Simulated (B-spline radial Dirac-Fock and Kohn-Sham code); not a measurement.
## K-line shifts caused by a second vacancy in Pr⁺

System: Pr⁺, configuration [Xe] 4f3 6s1.

Calculated with a B-spline atomic structure program, using ΔSCF Dirac-Fock with Breit, self-energy and vacuum polarisation, finite nucleus, configuration average. Each two-hole energy is an average over J within one jj subconfiguration, not an observable level; in light atoms, where LS coupling holds, the j-resolved values are not observed lines, and for a K spectator the Kα1 hypersatellite is nearly forbidden. The model has no electron correlation.

Lines without a spectator: Kα2 (K-L2) 35547.4 eV, Kα1 (K-L3) 36023.8 eV, Kβ3 (K-M2) 40648.8 eV, Kβ1 (K-M3) 40745.0 eV. Shifts in eV with one spectator hole (a dash: not computed, or left out as unreliable):

```tsv
spectator hole	Kα2	Kα1	Kβ3	Kβ1
L2 (2p1/2)	+83.2	+107.2	–	+219.1
L3 (2p3/2)	+74.6	+77.0	+184.0	–
M2 (3p1/2)	–	+14.28	+30.7	+36.8
M3 (3p3/2)	+9.47	–	+29.51	+29.19
M4 (3d3/2)	+2.47	-0.70	–	–
M5 (3d5/2)	-1.58	+1.07	–	–
```

**Question.** Where does the K-L3 hypersatellite lie, emitted when both K electrons are missing?

**Answer.** +745.5 eV from the normal line, at 36769.4 eV. Removing both K electrons costs 84994.6 eV, which is 1000.0 eV more than twice the K binding energy.

With n spectator holes in 2p, averaged over the 2p shell (energies in eV):

```
n     KαLⁿ   step  hypersatellite KαʰLⁿ
0  35865.0      –               36599.6
1  35949.8  +84.8               36686.1
2  36036.0  +86.2               36773.9
3  36123.6  +87.6               36863.1
4  36212.5  +89.0               36953.8
5  36302.9  +90.3               37045.8
```
